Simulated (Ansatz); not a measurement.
Isolated molecules relaxed with PBE0-D4/def2-TZVP in Ansatz; ΔE leaves out vibrations. CCSD(T)/CBS is the MP2 limit (def2-TZVPP, def2-QZVPP) plus CCSD(T) − MP2 in def2-TZVPP, frozen cores. This one scheme is used for every species. DFT in def2-TZVPP. One conformer a species, not always the lowest.

`O[SiH2][SiH](O)S` + H₂ → `O[SiH3]` + `O[SiH2]S`  (hydrogenolysis of the Si–Si bond)

CCSD(T)/CBS gives -6.6 kcal/mol.

Problem. Another level gave -9.1 kcal/mol. Which?
A. PBE/def2-TZVPP
B. PBE-D4/def2-TZVPP
C. ωB97M-V/def2-TZVPP
D. SCS-MP2/def2-TZVPP

Solution. D. SCS-MP2/def2-TZVPP -9.1, PBE -4.2, ωB97M-V -7.3, PBE-D4 -2.0 kcal/mol.

Largest T1 diagnostic among the species: 0.012.

From PBE to PBE0 (25 % exact exchange), in def2-TZVPP and without D4, ΔE moves by −1.9 kcal/mol. In def2-TZVPP, CCSD(T) changes the Hartree–Fock value by +7.7 kcal/mol (the triples alone add +1.5 kcal/mol) and MP2 by +7.7 kcal/mol.
